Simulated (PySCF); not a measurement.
Can point charges reproduce the dipole moment of `COC/C=N\C(C)=O`?

Coordinates (GFN2-xTB, Å) and charges (e) from the PBE0/pcSseg-1 density (PySCF):

```tsv
atom	x	y	z	Mulliken	IAO	Hirshfeld	ESP-fitted
C1	-1.901	0.818	0.359	-0.0446	-0.2101	-0.0454	-0.2733
O2	-1.047	0.154	-0.549	-0.5234	-0.3863	-0.1299	-0.2712
C3	-0.930	-1.227	-0.344	+0.0632	-0.0905	+0.0059	-0.0482
C4	0.184	-1.623	0.595	+0.0796	+0.0374	+0.0672	+0.3790
N5	1.017	-0.853	1.112	-0.3969	-0.2446	-0.1236	-0.6116
C6	1.192	0.501	1.073	+0.3572	+0.4517	+0.1841	+0.8755
C7	2.182	0.924	0.010	-0.2711	-0.4776	-0.1285	-0.6213
O8	0.727	1.244	1.905	-0.4049	-0.4644	-0.2636	-0.5622
H9	-1.956	1.848	0.015	+0.1248	+0.1645	+0.0536	+0.1490
H10	-1.507	0.804	1.379	+0.1301	+0.1466	+0.0282	+0.1488
H11	-2.903	0.374	0.347	+0.0954	+0.1204	+0.0369	+0.1254
H12	-1.874	-1.665	0.014	+0.1201	+0.1371	+0.0502	+0.0808
H13	-0.703	-1.672	-1.322	+0.1485	+0.1672	+0.0576	+0.0945
H14	0.274	-2.687	0.795	+0.1140	+0.1519	+0.0583	+0.0269
H15	2.443	1.968	0.160	+0.1342	+0.1666	+0.0523	+0.1608
H16	3.074	0.305	0.060	+0.1362	+0.1644	+0.0493	+0.1788
H17	1.721	0.799	-0.968	+0.1376	+0.1655	+0.0472	+0.1684
```

**Question.** What dipole does each set of charges give (1 e·Å = 4.803 D), and what does the density give?

**Answer.** The full density gives (-1.32, -2.64, -2.41) D, 3.81 D in size; dipole vectors point from the negative to the positive end.

```json
{"scheme": "Mulliken", "μx": "-1.48", "μy": "-2.54", "μz": "-2.54", "size (D)": "3.88", "share of the full size (%)": "102", "angle to the full dipole (°)": "3"}
{"scheme": "IAO", "μx": "-1.07", "μy": "-3.38", "μz": "-2.22", "size (D)": "4.19", "share of the full size (%)": "110", "angle to the full dipole (°)": "10"}
{"scheme": "Hirshfeld", "μx": "-0.78", "μy": "-2.25", "μz": "-1.74", "size (D)": "2.94", "share of the full size (%)": "77", "angle to the full dipole (°)": "7"}
{"scheme": "ESP-fitted", "μx": "-1.36", "μy": "-2.65", "μz": "-2.42", "size (D)": "3.84", "share of the full size (%)": "101", "angle to the full dipole (°)": "0"}
```

**Question.** Which set comes closest?

**Answer.** Length of the difference vector: ESP-fitted 0.04 D, Mulliken 0.23 D, IAO 0.80 D, Hirshfeld 0.95 D. Closest: ESP-fitted. The schemes that divide the density aren't constrained to reproduce the dipole.

**Question.** What is left for the Hirshfeld atoms' own dipoles?

**Answer.** The Hirshfeld atoms' densities add up to the full density, so μ = Σ q r + Σ (atomic dipoles). The atomic dipoles sum to (-1.32, -2.64, -2.41) − (-0.78, -2.25, -1.74) = (-0.54, -0.39, -0.67) D, 0.95 D in size.

**Question.** With the origin at the mean of the coordinates, (0.000, 0.001, 0.273) Å, which are the largest single terms, by size, of the Hirshfeld dipole along the direction of the full one?

**Answer.** O8 +2.72, C6 -1.12, C7 +0.76, H13 +0.67, H15 -0.54 D; all 17 atoms together +2.92 D. The single terms depend on the origin, their sum doesn't.

**Question.** Give the size of the full dipole in other units.

**Answer.** 3.81 D = 1.498 au = 0.793 e·Å = 12.70 × 10⁻³⁰ C·m.

One conformer (not necessarily the lowest) at the GFN2-xTB geometry, without solvent, vibrations or thermal averaging.

Conformer computed: `[CH3:1][O:2][CH2:3]/[CH:4]=[N:5]\[C:6]([CH3:7])=[O:8]`: C1–O2–C3–C4 -90°, O2–C3–C4–N5 -4°, C4–N5–C6–C7 -95°.
